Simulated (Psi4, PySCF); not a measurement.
Input for Psi4:
```
memory 2 GB

molecule mol {
0 1
Hg    0.000000    0.000000    0.000000
Cl    0.000000    0.000000    2.301269
Cl   -0.000000   -0.000000   -2.301269
}

set {
  basis def2-svpd
  reference rks
  scf_type pk
  puream true
  d_convergence 1e-8
  dft_radial_points 99
  dft_spherical_points 590
}

energy('wb97x-v')
print_variables()
```

Problem. Write the same job for PySCF.

Solution. This is not unique; one that fits is 
```python
from pyscf import gto, scf, dft

mol = gto.M(
    atom='''
Hg    0.00000000    0.00000000    0.00000000
Cl    0.00000000    0.00000000    2.30126892
Cl   -0.00000000   -0.00000000   -2.30126892
''',
    basis='def2-svpd',
    ecp={'Hg': 'def2-svpd'},
    verbose=4,
)

mf = dft.RKS(mol)
mf.xc = 'wb97x_v'
mf.grids.atom_grid = (99, 590)
mf.grids.prune = None
mf.kernel()
```

Both were run: Psi4 gave -1073.501489 Eh and PySCF -1073.501477 Eh, 0.012 mEh apart.
